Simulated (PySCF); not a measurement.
HOS, SMILES [S]O, multiplicity 2. Atoms are numbered in the order given.

```xyz
3

O     -0.1187    -1.0212     0.0000
S      0.0114     0.5985     0.0000
H      0.7670    -1.4064     0.0000
```
Charge 0, spin multiplicity 2.

The structure is a stationary point at PBE0-D3(BJ)/def2-TZVPD.

These are B3LYP/pcH-1 (PySCF) values and carry that method's errors.

Unrestricted Kohn–Sham, ⟨S²⟩ = 0.753. Hyperfine tensors hold the contact and dipolar terms, without spin-orbit corrections.

Question: Estimate the hyperfine couplings. (The exact figures need the calculation; the answer reports its results.)

Answer: 
```json
[
 {"nucleus": "17O no. 1", "A(iso) (MHz)": "-23.2", "A(iso) (G)": "-8.3", "dipolar principal values (MHz)": "-79.0, 38.3, 40.8"},
 {"nucleus": "33S no. 2", "A(iso) (MHz)": "13.4", "A(iso) (G)": "4.8", "dipolar principal values (MHz)": "-81.6, -78.7, 160.3"},
 {"nucleus": "1H no. 3", "A(iso) (MHz)": "-17.3", "A(iso) (G)": "-6.2", "dipolar principal values (MHz)": "-15.4, -9.2, 24.5"}
]
```
